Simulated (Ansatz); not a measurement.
Basis-set extrapolation for CH8Al2Si (`C[SiH2][AlH][AlH2]`) (PBE0-D4/def2-TZVP geometry, frozen core, Ansatz). Multiplicity 1, RHF reference.

|  | def2-TZVPP | def2-QZVPP |
| --- | --- | --- |
| HF | -815.306113 | -815.330865 |
| MP2 correlation | -0.461319 | -0.492986 |
| CCSD(T) correlation | -0.549252 | not run |

Energies in hartree. Use E(X) = E(∞) + A·exp(−7.88·√X) for Hartree–Fock and E(X) = E(∞) + B·X^(−2.97) for correlation, with X = 3 and 4, and add CCSD(T) minus MP2 of the smaller set to the MP2 limit.

Problem. What is the CCSD(T) energy at the basis-set limit?

Solution. HF limit: -815.330865 + (-0.024752) × 0.13774 = -815.33427. MP2 limit: -0.492986 + (-0.031667) × 0.74074 = -0.51644. Higher-order term: -0.549252 − (-0.461319) = -0.08793. Total: -815.93864 hartree, 218.6 kJ/mol below CCSD(T)/def2-TZVPP.
